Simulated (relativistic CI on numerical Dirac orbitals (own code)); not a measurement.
# Slater and spin-orbit integrals, Sn XLIII

Method of calculation: Dirac-Coulomb-Breit CI, orbitals from a KLI potential per configuration, model QED (radiative potential, 1s self-energy scaled to tabulated hydrogen-like ionisation energies), unscaled Slater integrals (own radial code, finite nucleus).

Slater integrals F^k, G^k are unscaled and averaged over j, outside the closed core 1s2; ζ comes from projecting the Hamiltonian with its Breit term on Σ l·s of the shell.

- 2s²2p⁴: F^2(2p,2p) = 905290, ζ(2p) = 1.3047e+06 cm⁻¹; <r>(2p) = 0.1049, <r^2>(2p) = 0.01335 (bohr units).
- 2s2p⁵: G^1(2s,2p) = 966660, ζ(2p) = 1.2989e+06 cm⁻¹; <r>(2s) = 0.121, <r^2>(2s) = 0.01724, <r>(2p) = 0.1051, <r^2>(2p) = 0.01339 (bohr units).
- 2p⁵3s: ζ(2p) = 1.316e+06, G^1(2p,3s) = 95294 cm⁻¹; <r>(2p) = 0.1046, <r^2>(2p) = 0.01326, <r>(3s) = 0.2852, <r^2>(3s) = 0.09264 (bohr units).

Averages of the first 10 configurations, taken without configuration mixing, which lowers the lowest level and can move excited configurations by several eV; other configurations of the list can lie among them:

```
Configuration  Parity  States  Average energy above the lowest level (eV)
       2s²2p⁴    even      15                                       168.0
        2s2p⁵     odd      12                                       573.8
          2p⁶    even       1                                      1018.7
        2p⁵3s     odd      12                                      4817.8
        2p⁵3p    even      36                                      4928.7
        2p⁵3d     odd      60                                      5040.5
     2s²2p³3s     odd      40                                      4017.4
     2s²2p³3p    even     120                                      4134.5
     2s²2p³3d     odd     200                                      4246.8
      2s2p⁴3s    even      60                                      4397.9
```
